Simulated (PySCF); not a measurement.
**Energy of I (iodine, neutral) between two integer charges**

The 5p beta orbital of [Kr] 4d10 5s2 5p5 is emptied in steps (occupation f), with all orbitals relaxed, ending at [Kr] 4d10 5s2 5p4. All numbers are calculated (PySCF 2.14, scalar relativity by spin-free X2C-1e, in x2c-TZVPall (8s6p4d2f, 60 functions)). The exact energy is a straight line in f; departures are measured from the line between the end points of the same method.

| f | UHF (eV) | LDA (eV) | PBE (eV) | PBE0 (eV) | r2SCAN (eV) | LC-wPBE (eV) | BHandHLYP (eV) | wB97X (eV) | MN15 (eV) |
| --- | --- | --- | --- | --- | --- | --- | --- | --- | --- |
| 1 | 0.000 | 0.000 | 0.000 | 0.000 | 0.000 | 0.000 | 0.000 | 0.000 | 0.000 |
| 0.8 | 0.121 | -0.650 | -0.625 | -0.441 | -0.578 | -0.016 | -0.279 | -0.099 | -0.337 |
| 0.6 | 0.178 | -0.976 | -0.937 | -0.659 | -0.856 | -0.022 | -0.420 | -0.157 | -0.501 |
| 0.4 | 0.175 | -0.977 | -0.935 | -0.656 | -0.842 | -0.019 | -0.422 | -0.169 | -0.495 |
| 0.2 | 0.115 | -0.651 | -0.622 | -0.435 | -0.552 | -0.010 | -0.283 | -0.123 | -0.325 |
| 0 | 0.000 | 0.000 | 0.000 | 0.000 | 0.000 | 0.000 | 0.000 | 0.000 | 0.000 |

Q: For LC-wPBE, how does the orbital energy at f = 1 compare with the removal energy?

A: −ε = 10.511 eV against a total-energy difference of 10.624 eV. By Janak's theorem ε = ∂E/∂f, so the gap between them reflects the curvature. Along the path −ε is 10.571 (f = 0.8), 10.620 (f = 0.6), 10.656 (f = 0.4), 10.674 (f = 0.2) eV.

| method | E(f=0) − E(f=1) (eV) | −ε at f=1 (eV) | −ε at f=0.4 (eV) |
| --- | --- | --- | --- |
| UHF | 9.587 | 10.353 | 9.427 |
| LDA | 10.835 | 6.775 | 11.648 |
| PBE | 10.526 | 6.614 | 11.316 |
| PBE0 | 10.568 | 7.804 | 11.129 |
| r2SCAN | 10.600 | 6.952 | 11.375 |
| LC-wPBE | 10.624 | 10.511 | 10.656 |
| BHandHLYP | 10.527 | 8.788 | 10.866 |
| wB97X | 10.669 | 10.080 | 10.740 |
| MN15 | 10.457 | 8.337 | 10.900 |

Reference removal energy between the ground levels: 10.451 eV (measured; NIST Atomic Spectra Database, ionization energies). The calculation has no spin-orbit coupling. UHF lacks correlation.
